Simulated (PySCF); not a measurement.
Si(H)(Cl)(Me)2 (C₂H₇ClSi), SMILES [SiH](Cl)(C)C. Geometry optimised at B3LYP-D3(BJ)/def2-SVP.

Task: Give the equilibrium geometry at B3LYP-D3(BJ)/def2-SVP (PySCF confirms it by a frequency run) as a Z-matrix, and its point group. (An estimate is asked for; the answer gives what the named calculation found.)

Result: point group Cs.
```
Si
H 1 1.4896
C 1 1.8734 2 110.65
H 3 1.1010 1 111.04 2 -58.04
H 3 1.1016 4 108.16 1 121.53
H 3 1.1029 4 108.26 5 117.12
C 1 1.8734 2 110.65 3 124.77
H 7 1.1010 1 111.04 2 58.04
H 7 1.1016 8 108.16 1 -121.53
H 7 1.1029 8 108.26 9 -117.12
Cl 1 2.0960 2 106.80 3 -117.61
```
